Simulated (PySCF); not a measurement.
A side-by-side comparison of computed properties.

First species: C3H9ClSi2.
SMILES: `C=C(C)[Si@H]([SiH3])Cl`

Second species: C₃H₅F₃OSi.
Cartesian coordinates in Å at the GFN2-xTB level; atoms count from 1:
```xyz
13
C3H5F3OSi angstrom
O     -2.4639    0.4446    0.2766
Si    -1.3982   -0.6236    0.8526
C      0.0868   -0.7957   -0.3703
C      0.8224    0.4776   -0.4801
F      0.1247    1.5039   -1.0292
C      2.0496    0.7304   -0.0436
F      2.8230   -0.1988    0.5189
F      2.6811    1.8996   -0.0972
H     -2.2154    1.2740   -0.1278
H     -2.1401   -1.8724    0.8701
H     -0.8439   -0.2011    2.1375
H     -0.3012   -1.0628   -1.3536
H      0.7707   -1.5752   -0.0502
```

Levels: wB97X-D/def2-SVPD for dipole moment, HOMO energy, LUMO energy, HOMO–LUMO gap, static isotropic polarisability and electronic spatial extent ⟨r²⟩ about the centre of nuclear charge; TDDFT wB97X-D/def2-SVPD for lowest singlet excitation; TDA wB97X-D/def2-SVPD for lowest triplet excitation (Tamm–Dancoff); GFN2-xTB for rotational constant A and rotational constant C. Geometries: GFN2-xTB. Each structure is a single optimised conformer of the isolated species, non-relativistic unless stated; the electronic structure was computed with PySCF and density fitting.

Dipoles, sizes and rotational constants follow the conformer. The torsions of the flexible species, by atom-mapped SMILES:
- `[CH2:1]=[C:2]([CH3:3])[Si@H:4]([SiH3:5])[Cl:6]`: C1–C2–Si4–Si5 119°
- `[OH:1][SiH2:2][CH2:3][C:4]([F:5])=[C:6]([F:7])[F:8]`: O1–Si2–C3–C4 64°, Si2–C3–C4–F5 -65°, H–O1–Si2–C3 -42°

```tsv
property	column X	column Y
dipole moment	1.10 D	1.81 D
HOMO energy	-9.10 eV	-9.46 eV
LUMO energy	1.67 eV	1.05 eV
HOMO–LUMO gap	10.77 eV	10.51 eV
lowest singlet excitation	6.41 eV	6.22 eV
lowest triplet excitation (Tamm–Dancoff)	4.55 eV	4.37 eV
static isotropic polarisability	68.2 au	105.0 au
electronic spatial extent ⟨r²⟩ about the centre of nuclear charge	1359 bohr²	1315 bohr²
rotational constant A	3.138 GHz	1.751 GHz
rotational constant C	0.785 GHz	0.917 GHz
```

Question: Which column belongs to which species?

Answer: Column X is the second species and column Y the first. The first has 15 atoms and 72 electrons, the second 13 and 72.

Question: How does each property change from the first species to the second?

Answer: dipole moment -0.71 D; HOMO energy +0.36 eV; LUMO energy +0.62 eV; HOMO–LUMO gap +0.26 eV; lowest singlet excitation +0.19 eV; lowest triplet excitation (Tamm–Dancoff) +0.18 eV; static isotropic polarisability -36.8 au; electronic spatial extent ⟨r²⟩ about the centre of nuclear charge +44 bohr²; rotational constant A +1.387 GHz; rotational constant C -0.132 GHz.

On the first: In atomic units the dipole is 0.71 e·bohr (1 au = 2.5417 D). The vertical singlet–triplet gap S1 − T1 is 1.85 eV (TDDFT singlet less Tamm–Dancoff triplet; S1: HOMO→LUMO, weight 0.81; T1: HOMO→LUMO+1, weight 0.61). GFN2-xTB frequencies show an imaginary mode (30i cm⁻¹), so this geometry is no minimum at that level.

On the second: The polarisability is 10.11 Å³ as a volume (1 au = 0.148185 Å³), or 0.95 au for each of the 72 electrons. S1 lies 4.36 eV below the HOMO–LUMO gap; its leading configuration is HOMO→LUMO, weight 0.55.
